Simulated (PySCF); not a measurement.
**How methods differ on the ionisation energy of Mo²⁴⁺**

Mo²⁴⁺ [Ar] → Mo²⁵⁺ [Ne] 3s2 3p5 [3p1/2^2 3p3/2^3, M_J = 3/2], as a difference of total energies. Calculation: PySCF 2.14, in an uncontracted even-tempered set (19 s from 3.2 bohr⁻², ratio 2.4; 14 p from 4.2 bohr⁻², ratio 2.4; 5 d from 19 bohr⁻², ratio 2.6; 4 f from 28 bohr⁻², ratio 2.6); the two-component X2C-1e Hamiltonian. Correlated levels: 1s2 frozen; the 56 highest virtual spinors dropped. "Screened" scales the spin-orbit matrix elements by Boettger's factors to mimic the two-electron term; Breit and QED terms are absent.

Question: Order these methods by the ionisation energy they give, lowest first.
A. GHF (screened spin-orbit)
B. GHF (spin-free)
C. GMP2 (screened spin-orbit)
D. GMP2 (spin-free)

Answer: A (1263.5 eV), C (1264.3 eV), B (1271.1 eV), D (1271.9 eV).

Breit and QED terms and the two-electron picture change are absent.

The spin-free rows lack the spin-orbit shift.

For comparison: 1263 ± 4 eV (semi-empirical (NIST evaluation); NIST Atomic Spectra Database, ionization energies).
